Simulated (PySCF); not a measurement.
# SeO⁻ at CAM-B3LYP

Computed with CAM-B3LYP; basis Se aug-cc-pVDZ-PP with ECP10, O aug-cc-pVDZ; scalar-relativistic core potentials; PySCF 2.14.

For SeO⁻, the state is ²Π (doublet), unpaired electrons π ↑ and the bond length is 1.744 Å. The harmonic wavenumber is 758 cm⁻¹, the force constant is 4.51 mdyn/Å and the rotational constant Be is 0.4158 cm⁻¹. The anharmonicity ωexe is 3.59 cm⁻¹. The vibration–rotation constant αe is 0.00281 cm⁻¹ and the well depth De to Se⁻ + O is 85.8 kcal/mol. The dissociation energy D0 is 84.8 kcal/mol and the bond order (Mayer) is 1.11. The dipole moment (positive dipole points towards O; it is taken about the centre of mass and depends on that origin) is -2.37 D.

Spin–orbit coupling is left out. For an ion De counts to the pair picked by the measured ionisation energies or electron affinities, which need not be the lowest pair at this level. The state was picked by a PBE0 search and need not be the measured ground state.
